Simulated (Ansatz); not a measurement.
One geometry of `C[Se]B(O)O`, several functionals.

```yaml
crystal:
  periodic: [false, false, false]
  atoms:
    - {symbol: C, position_ang: [-0.591717, -1.647780, -0.101714]}
    - {symbol: Se, position_ang: [0.546326, -0.726008, 1.188102]}
    - {symbol: B, position_ang: [0.566388, 1.050770, 0.354030]}
    - {symbol: O, position_ang: [-0.089088, 1.364402, -0.800082]}
    - {symbol: O, position_ang: [1.289243, 2.003513, 0.993887]}
    - {symbol: H, position_ang: [-1.583232, -1.196938, -0.137097]}
    - {symbol: H, position_ang: [-0.690524, -2.674306, 0.246053]}
    - {symbol: H, position_ang: [-0.129977, -1.659296, -1.088774]}
    - {symbol: H, position_ang: [-0.576429, 0.636826, -1.190203]}
    - {symbol: H, position_ang: [1.259010, 2.848805, 0.535808]}
basis:
  gaussian: {orbitals: def2-TZVPP}
hamiltonian: {xc: {name: B3LYP}, dispersion: d4}
output: {forces: true, orbitals: {seedname: orbitals}}
```

```sh
$ ansatz run in.yaml --threads 2 --pin off --events-out ev --progress --plain --max-ram 22528MiB --backend cpu
```

Shortened log:

```
Functional definition: B3LYP
1355 factors; their error is unknown
mean field evaluation 1: about -71232.9684 eV, gradient 8.5e1 eV
mean field evaluation 2: about -71214.9739 eV, gradient 1.3e2 eV
mean field evaluation 4: about -71245.4338 eV, gradient 6.3e0 eV
mean field evaluation 8: about -71245.5156 eV, gradient 3.6e-1 eV
mean field evaluation 16: about -71245.8431 eV, gradient 5.5e-3 eV
mean field -71245.84309053 eV, -2618.2364414101 hartree, gradient 6.2e-5 eV, S^2 0.000000; 0 other end points of the search recorded, 0 dependent functions left out
reference -71245.84334582 eV, -2618.2364507918 hartree; 33, 33 occupied and 209, 209 virtual orbitals, 1355 factors
Total energy: -71246.18384704 eV, -2618.2489639808 hartree
Atom 0 at    -0.591717    -1.647780    -0.101714 Å, force    -0.203298    -0.206975    -0.210440 eV/Å
Atom 1 at     0.546326    -0.726008     1.188102 Å, force     0.189012    -0.004883     0.291994 eV/Å
Atom 2 at     0.566388     1.050770     0.354030 Å, force     0.017767     0.001953     0.023301 eV/Å
Atom 3 at    -0.089088     1.364402    -0.800082 Å, force    -0.076360    -0.009262    -0.111276 eV/Å
Atom 4 at     1.289243     2.003513     0.993887 Å, force     0.065581     0.112388     0.046396 eV/Å
Atom 5 at    -1.583232    -1.196938    -0.137097 Å, force     0.060101    -0.035737    -0.019929 eV/Å
Atom 6 at    -0.690524    -2.674306     0.246053 Å, force    -0.004775     0.057573    -0.035019 eV/Å
Atom 7 at    -0.129977    -1.659296    -1.088774 Å, force    -0.050580    -0.000641     0.052375 eV/Å
Atom 8 at    -0.576429     0.636826    -1.190203 Å, force    -0.025704     0.032015    -0.054694 eV/Å
Atom 9 at     1.259010     2.848805     0.535808 Å, force     0.028256     0.053569     0.017293 eV/Å
Dipole moment:    -0.307577    -0.083537    -0.429206 e Å
```

Run time 7.5 s (2 threads of an AMD EPYC 7R13 on a shared host); peak host memory 0.73 GiB.

Changing it to `hamiltonian: {xc: pbe, dispersion: d4}` (abridged; 3.9 s):

```
Functional definition: PBE
mean field evaluation 16: about -71227.8708 eV, gradient 6.3e-3 eV
mean field -71227.87082821 eV, -2617.5759729519 hartree, gradient 2.6e-5 eV, S^2 0.000000
Total energy: -71228.08057262 eV, -2617.5836809168 hartree
Atom 0 force    -0.056445    -0.021472    -0.076247 eV/Å
Atom 1 force     0.206520    -0.057007     0.344045 eV/Å
Atom 2 force    -0.045657    -0.310619     0.078927 eV/Å
Atom 3 force    -0.039687     0.470187    -0.288839 eV/Å
Atom 4 force     0.322530    -0.007747     0.497343 eV/Å
Atom 5 force    -0.200469     0.085147    -0.016968 eV/Å
Atom 6 force    -0.021239    -0.205195     0.067457 eV/Å
Atom 7 force     0.082277    -0.004915    -0.202292 eV/Å
Atom 8 force    -0.238226    -0.349795    -0.193391 eV/Å
Atom 9 force    -0.009605     0.401416    -0.210036 eV/Å
Dipole moment:    -0.301417    -0.074580    -0.424178 e Å
```

The same input with `hamiltonian: {xc: {name: wB97M-V}}` (abridged; 16 s):

```
Functional definition: wB97M-V
mean field evaluation 16: about -71238.9023 eV, gradient 1.9e-4 eV
mean field -71238.90230159 eV, -2617.9813721212 hartree, gradient 6.7e-5 eV, S^2 0.000000
Total energy: -71238.90234845 eV, -2617.9813738432 hartree
Atom 0 force    -0.042818    -0.039349    -0.046846 eV/Å
Atom 1 force     0.021614     0.005194     0.031382 eV/Å
Atom 2 force    -0.008464    -0.137429     0.051052 eV/Å
Atom 3 force    -0.097950    -0.025892    -0.136171 eV/Å
Atom 4 force     0.077557     0.153266     0.044760 eV/Å
Atom 5 force     0.080719    -0.041536    -0.011078 eV/Å
Atom 6 force    -0.002233     0.083472    -0.043736 eV/Å
Atom 7 force    -0.051734     0.000475     0.075485 eV/Å
Atom 8 force     0.017922     0.037509     0.009287 eV/Å
Atom 9 force     0.005386    -0.035709     0.025865 eV/Å
Dipole moment:    -0.307041    -0.068912    -0.435502 e Å
```

Changing it to `hamiltonian: {xc: pbe0, dispersion: d4}` and no forces (abridged; 4.6 s):

```
Functional definition: PBE0
mean field evaluation 16: about -71230.3142 eV, gradient 1.4e-4 eV
mean field -71230.31420801 eV, -2617.6657655032 hartree, gradient 2.6e-5 eV, S^2 0.000000
Total energy: -71230.49058046 eV, -2617.6722470712 hartree
```

B3LYP takes the VWN-RPA correlation (the form of Gaussian; ORCA's B3LYP/G).
